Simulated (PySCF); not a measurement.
CH3F2GaO. Atoms are numbered in the order given.

```xyz
8

Ga     0.0197    -0.3685     0.0000
F      0.9490    -1.8322     0.0000
F     -1.7178    -0.5016     0.0000
O      0.7918     1.2051     0.0000
C      0.0600     2.4182     0.0000
H      0.3240     3.0092    -0.8931
H      0.3240     3.0092     0.8931
H     -1.0331     2.2605     0.0000
```
Charge 0, spin multiplicity 1.

Geometry optimised at ωB97X-D3(BJ)/def2-SVP. One conformer was computed; it need not be the lowest.

Computed with ωB97X-D3(BJ)/def2-SVP (PySCF).

Frequencies are harmonic and unscaled.

```json
[
 {"mode": "1", "ν (cm⁻¹)": "67", "IR (km/mol)": "0.9", "Raman (Å⁴/amu)": "0.0", "depolarisation": "–", "moving atoms (share of kinetic energy)": "H 80 %, O 15 %"},
 {"mode": "2", "ν (cm⁻¹)": "97", "IR (km/mol)": "0.3", "Raman (Å⁴/amu)": "0.1", "depolarisation": "0.75", "moving atoms (share of kinetic energy)": "H 35 %, O 21 %, F 21 %, C 18 %"},
 {"mode": "3", "ν (cm⁻¹)": "108", "IR (km/mol)": "5.9", "Raman (Å⁴/amu)": "0.7", "depolarisation": "0.72", "moving atoms (share of kinetic energy)": "F 45 %, C 29 %, H 15 %, Ga 11 %"},
 {"mode": "4", "ν (cm⁻¹)": "191", "IR (km/mol)": "34.8", "Raman (Å⁴/amu)": "0.6", "depolarisation": "0.75", "moving atoms (share of kinetic energy)": "F 80 %, Ga 14 %"},
 {"mode": "5", "ν (cm⁻¹)": "205", "IR (km/mol)": "60.0", "Raman (Å⁴/amu)": "0.3", "depolarisation": "0.75", "moving atoms (share of kinetic energy)": "Ga 42 %, F 34 %, O 23 %"},
 {"mode": "6", "ν (cm⁻¹)": "277", "IR (km/mol)": "19.7", "Raman (Å⁴/amu)": "0.7", "depolarisation": "0.44", "moving atoms (share of kinetic energy)": "O 37 %, C 24 %, Ga 15 %, H 13 %, F 11 %"},
 {"mode": "7", "ν (cm⁻¹)": "641", "IR (km/mol)": "7.6", "Raman (Å⁴/amu)": "12.7", "depolarisation": "0.10", "moving atoms (share of kinetic energy)": "O 45 %, F 35 %, C 11 %"},
 {"mode": "8", "ν (cm⁻¹)": "735", "IR (km/mol)": "86.7", "Raman (Å⁴/amu)": "1.3", "depolarisation": "0.66", "moving atoms (share of kinetic energy)": "F 56 %, Ga 26 %, O 12 %"},
 {"mode": "9", "ν (cm⁻¹)": "766", "IR (km/mol)": "79.0", "Raman (Å⁴/amu)": "1.2", "depolarisation": "0.72", "moving atoms (share of kinetic energy)": "F 70 %, Ga 28 %"},
 {"mode": "10", "ν (cm⁻¹)": "1150", "IR (km/mol)": "192.1", "Raman (Å⁴/amu)": "2.9", "depolarisation": "0.70", "moving atoms (share of kinetic energy)": "O 45 %, C 38 %, H 17 %"},
 {"mode": "11", "ν (cm⁻¹)": "1185", "IR (km/mol)": "0.0", "Raman (Å⁴/amu)": "1.1", "depolarisation": "0.75", "moving atoms (share of kinetic energy)": "H 78 %, C 18 %"},
 {"mode": "12", "ν (cm⁻¹)": "1216", "IR (km/mol)": "38.5", "Raman (Å⁴/amu)": "1.7", "depolarisation": "0.40", "moving atoms (share of kinetic energy)": "H 61 %, C 20 %, O 19 %"},
 {"mode": "13", "ν (cm⁻¹)": "1483", "IR (km/mol)": "2.2", "Raman (Å⁴/amu)": "16.7", "depolarisation": "0.75", "moving atoms (share of kinetic energy)": "H 96 %"},
 {"mode": "14", "ν (cm⁻¹)": "1486", "IR (km/mol)": "10.3", "Raman (Å⁴/amu)": "7.0", "depolarisation": "0.70", "moving atoms (share of kinetic energy)": "H 89 %, C 10 %"},
 {"mode": "15", "ν (cm⁻¹)": "1494", "IR (km/mol)": "11.4", "Raman (Å⁴/amu)": "17.4", "depolarisation": "0.75", "moving atoms (share of kinetic energy)": "H 95 %"},
 {"mode": "16", "ν (cm⁻¹)": "3038", "IR (km/mol)": "57.5", "Raman (Å⁴/amu)": "129.3", "depolarisation": "0.00", "moving atoms (share of kinetic energy)": "H 97 %"},
 {"mode": "17", "ν (cm⁻¹)": "3131", "IR (km/mol)": "26.7", "Raman (Å⁴/amu)": "67.8", "depolarisation": "0.59", "moving atoms (share of kinetic energy)": "H 90 %, C 10 %"},
 {"mode": "18", "ν (cm⁻¹)": "3140", "IR (km/mol)": "27.0", "Raman (Å⁴/amu)": "101.9", "depolarisation": "0.75", "moving atoms (share of kinetic energy)": "H 90 %, C 10 %"}
]
```
